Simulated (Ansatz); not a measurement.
Correlation energies of `[NH2][In]([SH])[Br]` by basis set

Z-matrix (Å, degrees):
```
N
In 1 2.006
H 1 1.010 2 116.9
H 1 1.010 2 115.5 3 -131.1
S 2 2.366 1 125.4 3 -30.4
Br 2 2.468 1 116.9 3 155.8
H 5 1.344 2 92.2 1 -175.6
```

The species carries charge 0 and has multiplicity 1. Correlated methods include outer-core shells of Br, In, which these sets cover unevenly. Scalar relativity is left out up to krypton. In takes the def2 core potential. The structure was optimised at the PBE0-D4/def2-TZVP level. It is one conformer, not always the lowest. Frozen core, restricted reference, Ansatz 0.2.0.

```
     basis      HF (Eh)  MP2 corr.
  def2-SVP  -3214.96751   -0.61756
def2-TZVPP  -3215.50299   -0.94794
def2-QZVPP  -3215.56769   -1.48731
```

Q: Estimate the CCSD correlation energy and the (T) correction in each basis where they were run (hartree).

A: 
```
     basis  CCSD corr.       (T)
  def2-SVP    -0.64830  -0.01762
def2-TZVPP    -0.96812  -0.03682
```
